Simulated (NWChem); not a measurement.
Molecule: ZrN2H3Cl; SMILES [NH]=[Zr]([NH2])[Cl]

```xyz
7

Zr    -0.0691     0.2944    -0.1874
N     -1.5516     1.1940     0.3133
H     -2.4295     1.5625     0.6706
Cl     0.0883    -2.1024     0.1147
N      1.5132     1.4894     0.2537
H      2.4894     1.1924     0.2513
H      1.4723     2.4241     0.6536
```
Atoms are numbered in this order, from 1.

Program: NWChem. Medium grid unless said otherwise, to which SCAN and Minnesota functionals are sensitive. Coordinates come from a PBE0/def2-SVP optimisation. def2 effective core potentials on Zr; no spin-orbit coupling.

For level PBE/def2-SVP:

- highest occupied level (eV): -5.60
- orbital gap (eV): 2.54
- dipole (D): 3.32

Estimate the same quantities for level MN15-L/def2-SVP.


| Quantity | Value |
|---|---|
| highest occupied level (eV) | -6.04 |
| orbital gap (eV) | 3.41 |
| dipole (D) | 3.51 |
